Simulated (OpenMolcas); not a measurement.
**3d4 along the 22-electron sequence**

```
Program             : OpenMolcas 26.06
Method              : XMS-CASPT2, IPEA 0.25 Eh, imaginary shift 0.1 Eh
Basis               : ANO-RCC-VTZP
Scalar Hamiltonian  : DKH2, point nucleus
Spin-orbit coupling : RASSI with atomic mean-field integrals over the reference wave functions, term energies averaged over their components
```

Active space for each ion: 4 electrons in 10 orbitals (3d 4d); closed shells correlated by CASPT2: 3s 3p.

Computed levels in cm-1 above 5D0:

```tsv
Level	Mn3+	Fe4+	Ni6+	Cu7+
5D1	103	154	293	395
5D2	305	453	850	1133
5D3	597	882	1630	2150
5D4	971	1425	2600	3400
3P0(1)	22330	25950	31860	34570
3H4	22580	26350	33140	36400
3H5	22820	26700	33840	37350
3P1(1)	22950	26880	33610	36900
3H6	23080	27100	34560	38310
weight of 5D in the lowest level (%)	100	100	99	99
```

Measured, with the error of the calculation in %. Measured levels: Mn3+ from Corliss and Sugar, J. Phys. Chem. Ref. Data 6, 1253 (1977); Fe4+ from Corliss and Sugar, J. Phys. Chem. Ref. Data 11, 135 (1982); Ni6+ from Corliss and Sugar, J. Phys. Chem. Ref. Data 10, 197 (1981).

```
 Level          Mn3+          Fe4+          Ni6+
   5D1   99.0 (+4.2)    142 (+8.5)    279 (+5.1)
   5D2    287 (+6.3)    417 (+8.6)    804 (+5.8)
   5D3    552 (+8.1)    803 (+9.8)   1520 (+7.3)
   5D4    886 (+9.6)  1283 (+11.1)   2392 (+8.5)
3P0(1)  20654 (+8.1)  24055 (+7.9)  30077 (+5.9)
   3H4  21281 (+6.1)  24932 (+5.7)  31672 (+4.6)
   3H5  21475 (+6.3)  25226 (+5.9)  32286 (+4.8)
3P1(1)  21279 (+7.9)  24973 (+7.6)  31836 (+5.6)
   3H6  21679 (+6.5)  25528 (+6.1)  32877 (+5.1)
```

The fine-structure level 5D4 changes by a factor of 3.5 from Mn3+ to Cu7+. Its fourth root runs 5.58, 6.14, 7.14, 7.64, with steps per unit of Z of 0.56, 0.50, 0.50; equal steps would mean a (Z - σ)^4 law with constant σ.

3P0(1) changes by a factor of 1.55 over the same range, with steps per unit of Z of +3620, +2960, +2710 cm-1.

Term energies are means over components that CASPT2 splits; among the terms shown or strongly mixed into the levels shown the widest spread is 510 cm-1 (3d4 3H, Mn3+). Active for correlation alone: 4d; no level in the range computed is led by a configuration that fills it, so any true level of that kind is missing. Measured partners are found by configuration, term and J. A level has none where our copy of the source lacks it or the pairing is in doubt (some pairs that miss far off the trend of their configuration count as doubtful), and it then counts in no deviation. Levels of configurations outside the active space are missing.

A number in round brackets counts repeated terms of one configuration in the order of the reference energies.
